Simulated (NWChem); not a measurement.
# Correlation energy of C₂H₇Al

```xyz
10

Al     0.0000     0.0000    -0.5030
C      1.7273     0.0000     0.4228
H      2.3271    -0.8802     0.1312
H      1.6440     0.0000     1.5210
H      2.3271     0.8802     0.1312
C     -1.7273     0.0000     0.4228
H     -2.3271     0.8802     0.1312
H     -1.6440     0.0000     1.5210
H     -2.3271    -0.8802     0.1312
H      0.0000     0.0000    -2.1016
```
Charge 0, spin multiplicity 1.

The numbers come from NWChem runs, not from measurements. Structure: optimised with PBE0/def2-SVP, a minimum by its harmonic frequencies.

Basis set: 3-21G. Each correlation energy counts from its own Hartree-Fock reference.

```
method        correlation energy (mHa)  difference from CCSD(T)
------------  ------------------------  -----------------------
SCS-MP2                         -228.9                    +34.3
CR-CCSD[T]                      -262.4                     +0.9
MP2                             -219.2                    +44.1
CCSD(T)                         -263.3                      0.0
CR-CCSD(T)                      -262.2                     +1.1
CCSD+T(CCSD)                    -263.5                     -0.3
CCSD                            -257.7                     +5.6
```

The values span 44.3 mHa, from CCSD+T(CCSD) (lowest) to MP2 (highest). 

The correlated methods keep 7 core orbitals frozen. The structure started from a generated list of species. Coupled-cluster values serve here as a point of comparison, not as the truth.
